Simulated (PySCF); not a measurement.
# Removing an electron from `F[C](F)(F)[GeH2][O][SiH3]`

Compound: CH5F3GeOSi.
Z-matrix (Å and degrees, PBE0-D3(BJ)/def2-SVP geometry), rows numbered from 1:
```
F 
C   1  1.3425
F   2  1.3369  1  107.30
F   2  1.3387  1  107.52  3   115.57
Ge  2  1.9981  1  110.53  3  -122.49
O   5  1.7642  2  106.67  1    57.44
Si  6  1.6642  5  138.90  2   -26.68
H   5  1.5310  2  109.68  1   174.17
H   5  1.5342  2  108.25  1   -60.63
H   7  1.4900  6  107.47  5   177.62
H   7  1.4936  6  110.64  5    57.96
H   7  1.4946  6  110.75  5   -62.91
```

Level: CAM-B3LYP/def2-SVPD (PySCF). Frontier orbitals with their largest atomic shares (Löwdin; up to four atoms above 4 %):

```csv
orbital,ε (eV),main atoms
HOMO−3,-11.65,"Ge5 23 %, Si7 18 %, H8 14 %, H9 13 %"
HOMO−2,-11.21,"Si7 17 %, Ge5 15 %, C2 13 %, H10 11 %"
HOMO−1,-10.31,"O6 32 %, Si7 18 %, H10 13 %, H12 8 %"
HOMO,-10.16,?
LUMO,0.36,"Ge5 28 %, Si7 14 %, O6 14 %, H9 8 %"
LUMO+1,0.82,"Ge5 42 %, H8 13 %, H9 13 %, Si7 8 %"
LUMO+2,1.33,"Ge5 38 %, H9 12 %, H8 12 %, C2 11 %"
```

**Question.** What vertical ionisation energy does ΔSCF give, and how far is −ε(HOMO) from it?

**Answer.** ΔSCF: 10.98 eV (1059 kJ/mol; threshold wavelength 113 nm); ⟨S²⟩ of the doublet left behind is 0.762, against 0.75 for a pure doublet. −ε(HOMO) is 10.16 eV, 0.82 eV below it. For the exact functional −ε(HOMO) would equal the first vertical ionisation energy; CAM-B3LYP (range-separated hybrid) falls short of its own ΔSCF value by 7 %.

**Question.** On which atoms does the HOMO lie?

**Answer.** O6 (oxygen bonded to Ge and Si) 38 %, Si7 (oxygen-bound silicon) 19 %, H11 (Si–H hydrogen) 13 %, H12 (Si–H hydrogen) 11 %, so no atom holds as much as 40 %. The HOMO−1 lies 0.15 eV lower.

**Question.** What kinetic energy would electrons from this vertical process carry with He II light (40.814 eV)?

**Answer.** 40.81 − 10.98 = 29.83 eV.

**Question.** With α = 73.5 au, estimate the like-pair dispersion coefficient by London's formula C6 = (3/4)α²I.

**Answer.** I = 0.4034 Eh, so C6 ≈ 1630 au, a rough estimate.

One conformer (not necessarily the lowest) at the PBE0-D3(BJ)/def2-SVP geometry, without solvent, vibrations or thermal averaging. The calculation is non-relativistic, for germanium too.

The run behind these numbers computed excited states and ΔSCF ions as well. On one thread, Arm Neoverse V2 (aarch64), on a shared host, this took 4.6 min of wall time (grids of density and orbitals included) and 1.2 GiB of memory at its peak.
